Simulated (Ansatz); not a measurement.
Z-matrix (Å, degrees):
```
C
C 1 1.490
Si 1 1.912 2 66.4
H 1 1.091 2 114.6 3 107.7
H 1 1.089 2 116.7 3 -117.5
O 2 1.190 1 138.2 3 172.7
Si 3 2.322 1 116.2 2 107.7
H 3 1.484 1 116.5 2 -102.8
O 7 1.651 3 108.3 1 89.1
H 7 1.490 3 110.3 1 -148.8
H 7 1.491 3 107.1 1 -31.6
H 9 0.959 7 118.0 3 176.6
```

The species carries charge 0 and has multiplicity 1.

**Question.** List the PBE/def2-TZVPP orbital energies in eV (the Gaussian-basis code of Ansatz). (An estimate is asked.)

**Answer.** Computed: Occupied: -1780.34, -1779.73, -510.72, -510.63, -271.51, -269.32, -138.00, -137.51, -94.76, -94.74, -94.71, -94.26, -94.23, -94.21, -26.63, -25.34, -19.43, -14.48, -13.83, -12.22, -11.72, -11.46, -11.01, -9.93, -9.43, -9.36, -9.02, -7.70, -7.45, -7.01, -5.11. Lowest empty: -2.66, -1.82, -0.91, -0.05, 0.20, 0.60, 1.01, 1.42.
